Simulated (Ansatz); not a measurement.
Coupled-cluster run, `[F][Sc]([F])[O][SiH3]`.

```yaml
crystal:
  periodic: [false, false, false]
  atoms:
    - {symbol: F, position_ang: [1.614982, -1.057094, 2.653952]}
    - {symbol: Sc, position_ang: [1.248892, -1.232638, 0.856713]}
    - {symbol: F, position_ang: [2.067732, -2.563144, -0.120266]}
    - {symbol: O, position_ang: [0.045646, -0.054793, 0.022699]}
    - {symbol: Si, position_ang: [-0.999265, 0.982232, -0.687198]}
    - {symbol: H, position_ang: [-2.232219, 1.109479, 0.135409]}
    - {symbol: H, position_ang: [-1.376329, 0.492566, -2.040182]}
    - {symbol: H, position_ang: [-0.369438, 2.323382, -0.821137]}
basis:
  gaussian: {orbitals: def2-TZVPP}
correlation: {method: ccsd_t}
output: {orbitals: {seedname: orbitals}}
```

```sh
$ ansatz run in.yaml --threads 4 --pin off --events-out ev --progress --plain --max-ram 10444MiB
```

The program prints (abridged):

```
Functional definition: HF
1518 factors; integrals over basis functions are off by at most 1.1e-3 eV
mean field evaluation 1: about -36037.3160 eV, gradient 6.5e1 eV
mean field evaluation 2: about -36037.4850 eV, gradient 6.5e1 eV
mean field evaluation 4: about -36044.7067 eV, gradient 2.8e0 eV
mean field evaluation 8: about -36044.7824 eV, gradient 3.6e-1 eV
mean field -36044.78288203 eV, -1324.6213388833 hartree, gradient 4.2e-6 eV, S^2 0.000000; 0 other end points of the search recorded, 0 dependent functions left out
13 core orbitals not correlated: weight in the atoms' cores, before any rotation towards them, 1.000 or more for the frozen orbitals, at most 0.000 for the correlated occupied ones
reference -36044.78288203 eV, -1324.6213388833 hartree; 19, 19 occupied and 209, 209 virtual orbitals, 1518 factors
second order -31.57028287 eV of doubles, -0.00000000 eV of singles
cycle   1  -31.32619272 eV  change    2.4e-1 eV  update   1.6e-1
cycle   2  -32.07908873 eV  change   -7.5e-1 eV  update   6.2e-2
cycle   3  -32.31025536 eV  change   -2.3e-1 eV  update   2.8e-2
cycle   4  -32.30088627 eV  change    9.4e-3 eV  update   7.9e-3
cycle   5  -32.28773531 eV  change    1.3e-2 eV  update   3.3e-3
cycle   6  -32.28947028 eV  change   -1.7e-3 eV  update   1.1e-3
cycle   7  -32.28962333 eV  change   -1.5e-4 eV  update   3.6e-4
cycle   8  -32.28932550 eV  change    3.0e-4 eV  update   1.4e-4
cycle   9  -32.28935307 eV  change   -2.8e-5 eV  update   5.0e-5
cycle  10  -32.28941844 eV  change   -6.5e-5 eV  update   1.9e-5
cycle  11  -32.28937861 eV  change    4.0e-5 eV  update   7.0e-6
perturbative correction -1.08185678 eV, -0.0397575033 hartree
Total energy: -36078.15411742 eV, -1325.8477091641 hartree
```

It took 3.5 min on 4 threads of an Arm Neoverse V2 on a shared host, with 5 GiB of host memory at the peak.

MP2 recovers 94.6 % of the CCSD(T) correlation energy and the triples give 3.2 %; T1 = 0.0160.
